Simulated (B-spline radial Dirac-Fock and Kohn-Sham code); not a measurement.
**Fe⁷⁺ 3p1/2: cross section and angular parameters**

System: iron as Fe⁷⁺, configuration [Ar] 3d1; threshold 206.4 eV (orbital energy of the model). The computed values come from a radial B-spline solver: Dirac-Hartree-Slater photoionisation with a Latter tail; cross sections with all multipoles, angular parameters from the dipole term and its interference with E2.

For linearly polarised light dσ/dΩ = σ/(4π) [1 + β P₂(cos θ) + (δ + γ cos²θ) sin θ cos φ], with θ from the polarisation vector and φ the angle between the beam and the projection of the electron momentum on the plane normal to the polarisation.

```csv
hν (eV),σ (kb),β,γ,δ
400,165,1.597,-0.019,0.002
419,153,1.607,-0.017,0.002
513,105,1.629,0.007,0.003
626,70.6,1.628,0.054,0.005
645,66.4,1.626,0.063,0.005
675,60.4,1.623,0.077,0.006
800,41.7,1.604,0.134,0.007
944,28.6,1.579,0.199,0.010
975,26.5,1.573,0.213,0.010
1150,18.0,1.538,0.287,0.013
1253.6,14.6,1.517,0.328,0.015
1800,5.76,1.413,0.515,0.026
1920,4.85,1.391,0.549,0.029
2000,4.35,1.378,0.570,0.031
2130,3.67,1.356,0.604,0.034
2410,2.61,1.311,0.670,0.040
2420,2.58,1.309,0.673,0.041
2984.4,1.42,1.229,0.788,0.054
4000,0.599,1.108,0.948,0.079
4890,0.324,1.021,1.053,0.101
5830,0.186,0.943,1.142,0.123
5930,?,?,?,?
9100,0.0437,0.747,1.352,0.197
9600,0.0365,0.724,1.376,0.207
```

Q: Give the values at 5930 eV.

A: σ = 0.177 kb, β = 0.935, γ = 1.151, δ = 0.126.
